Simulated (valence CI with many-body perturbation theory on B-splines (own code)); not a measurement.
Results of a calculation; reference values are marked as such.
## Sensitivity of CI+MBPT for Cs15+

Method: configuration interaction combined with many-body perturbation theory (CI+MBPT): four valence electrons over a frozen Dirac-Fock core [Kr], radial functions for each j: 6 s, 6 p, 5 d, 5 f, 1 g, with the one-electron correlation potential Σ1 (screened to all orders), the two-electron term Σ2, the three-electron term Σ3, Breit, model QED; selected single and double excitations, second order for the rest, scaled by the run's own slope (own B-spline code, finite nucleus).

No measured levels were compared; by estimate terms of the open shell hold to 2 to 4 % of their energy, and close levels can change places. Only levels of the ground parity were solved; by the run's estimate the other parity begins above the list, which can be wrong where configurations are misplaced.

The reference run has the lowest level 4d⁴ ⁵D_0 and an ionisation energy of 383.099 eV. Its largest variational space holds 9915 state functions.

Names give the largest LS component (configuration and term), which can be under half, so a name can repeat, a term be missing and a line seem to break the LS rules; names also repeat where a configuration has a term twice.

Changed runs:
A. scale of Σ1 1 → 0; scale of Σ2 1 → 0; three-electron term on → off
B. Breit term on → off; logarithmic knot step 0.27 → 0.33
C. box radius (bohr) 9.333 → 5.44
D. box radius (bohr) 9.333 → 1.63 (bad on purpose)

Excitation energies of the reference run in cm⁻¹, and shifts in cm⁻¹:

```
                 Level  Reference       A       B         C
              4d⁴ ⁵D_1       9507    -536    +517      -0.1
              4d⁴ ⁵D_2      17715    -686    +851      -0.1
              4d⁴ ⁵D_3      24114    -605   +1029      -0.1
              4d⁴ ⁵D_4      28293    -126   +1023         0
              4d⁴ ³P_0      42144    -641    +768      +0.3
              4d⁴ ³H_4      44117   +2868    +954      +0.2
              4d⁴ ³G_3      52449   +2833    +866      +0.3
              4d⁴ ³H_5      54930   +3492   +1250      +0.3
              4d⁴ ³F_2      55171   +1465    +807      +0.4
              4d⁴ ³P_1      57156    -460   +1054      +0.4
              4d⁴ ³H_6      59742   +3921   +1442      +0.3
              4d⁴ ³G_4      65281   +2974   +1342      +0.4
Ionisation energy (eV)    383.099  -4.048  +0.112  +0.00085
```

Run D: It gave no result. The program said: "need at least one array to concatenate".
